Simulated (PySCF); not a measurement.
Computed shifts of a molecule C5H10, HF/pcSseg-1 run with PySCF, GIAO, gas phase, equivalent atoms averaged, in ppm (number of nuclei): ¹³C: 30.3 (1), 30.2 (2), 23.9 (1), 19.4 (1). ¹H: 2.18 (1), 2.05 (2), 1.96 (1), 1.82 (1), 1.66 (2), 1.32 (3). References: ¹³C against TMS (σ = 192.6 ppm); ¹H against TMS (σ = 31.99 ppm), references at their B3LYP-D3(BJ)/def2-TZVP geometries, non-relativistic. The structure is a stationary point at PBE0-D3(BJ)/def2-SVP. Other conformers were not sampled.

### Question
Identify the compound among the candidates.
A. CC1(C)CC1
B. C=CCCC
C. CCC1CC1
D. CC1CCC1

### Answer
D, CC1CCC1
